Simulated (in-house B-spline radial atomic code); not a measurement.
Radial electron density of F III (F2+), [He] 2s1 2p4. Level of theory: Dirac-Hartree-Fock, average of configuration, Fermi nucleus of rms radius 2.8976 fm; calculated with an all-electron radial atomic-structure program (B-spline basis).

Columns: r (bohr), 4πr²n(r) (electrons per bohr), bar.

```
 0.00656   0.2138 #
 0.00766   0.2856 #
 0.00894   0.3799 ##
  0.0104   0.5006 ##
  0.0122   0.6665 ###
  0.0142   0.8705 ####
  0.0166    1.139 #####
  0.0194    1.478 #######
  0.0226    1.893 #########
  0.0264    2.412 ###########
  0.0308    3.033 ##############
   0.036    3.775 #################
   0.042    4.615 #####################
   0.049    5.544 #########################
  0.0572    6.529 ##############################
  0.0668    7.513 ###################################
   0.078    8.409 #######################################
  0.0911    9.119 ##########################################
   0.106     9.53 ############################################
   0.124     9.57 ############################################
   0.145    9.173 ##########################################
   0.169    8.383 #######################################
   0.197    7.306 ##################################
    0.23    6.118 ############################
   0.269    5.053 #######################
   0.314    4.346 ####################
   0.366    4.096 ###################
   0.428    4.269 ####################
   0.499    4.689 ######################
   0.583    5.109 #######################
    0.68    5.275 ########################
   0.794    5.035 #######################
   0.927    4.375 ####################
    1.08    3.432 ################
    1.26     2.39 ###########
    1.47    1.459 #######
    1.72    0.757 ###
    2.01   0.3314 ##
    2.35   0.1183 #
    2.74  0.03422 
     3.2 0.007477
```

On this grid the curve has 2 maxima, near 0.124, 0.68 bohr.

The 2p3/2 radial function P(r) = rR(r), positive near the nucleus, with its small component Q(r) (sign convention: Q ≈ (P' + κP/r)/2c):

```
r (bohr)         P           Q
 0.00656   0.00102  -1.666e-05
 0.00894  0.001874  -3.053e-05
  0.0122  0.003439  -5.585e-05
  0.0166  0.006241  -0.0001009
  0.0226   0.01126  -0.0001811
  0.0308   0.02017  -0.0003217
   0.042   0.03572  -0.0005631
  0.0572   0.06205  -0.0009631
   0.078    0.1057   -0.001606
   0.106    0.1739   -0.002572
   0.145    0.2786   -0.003977
   0.197    0.4213    -0.00577
   0.269    0.6033   -0.007877
   0.366    0.7964   -0.009873
   0.499    0.9546    -0.01117
    0.68      1.01    -0.01111
   0.927    0.9154   -0.009399
    1.26    0.6846   -0.006572
    1.72    0.3953   -0.003573
    2.35    0.1614    -0.00139
     3.2   0.04179  -0.0003476
```
